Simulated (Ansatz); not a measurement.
Total energies of [SiF5]- (SiF₅⁻) from Ansatz at PBE0-D4/def2-TZVPD, gas phase (1 Eh = 27.2114 eV = 2625.5 kJ/mol). The reference geometry is relaxed at PBE0-D4/def2-SVPD.

```xyz
6

Si    0.0000    0.0001    0.0001
F     0.8017   -0.3853    1.4346
F    -0.8022    0.3869   -1.4339
F     0.7543    1.4722   -0.0254
F    -1.4554   -0.1731    0.7672
F     0.7017   -1.3007   -0.7425
```

```csv
state,geometry,energy (Eh)
charge -1 singlet,reference,-788.75239
charge 0 doublet,reference,-788.47211
charge 0 doublet,relaxed at PBE0-D4/def2-SVPD,-788.51719
```

(1) Work out the vertical ionisation energy to the doublet.

(2) How much does the charge 0 doublet relax, and what is the adiabatic ionisation energy?

(1) E(charge 0 doublet) − E(charge -1 singlet) = -788.47211 − (-788.75239) = 0.28028 Eh = 7.63 eV. For comparison, −ε of the highest occupied level is 5.22 eV at this level, 2.41 eV less.

(2) Relaxation: -788.47211 − (-788.51719) = 0.04508 Eh = 1.23 eV. Adiabatic ionisation energy: 0.23520 Eh = 6.40 eV, without zero-point energy. Bonds change on the way (1 lost, 0 formed), so the relaxed form is another species.
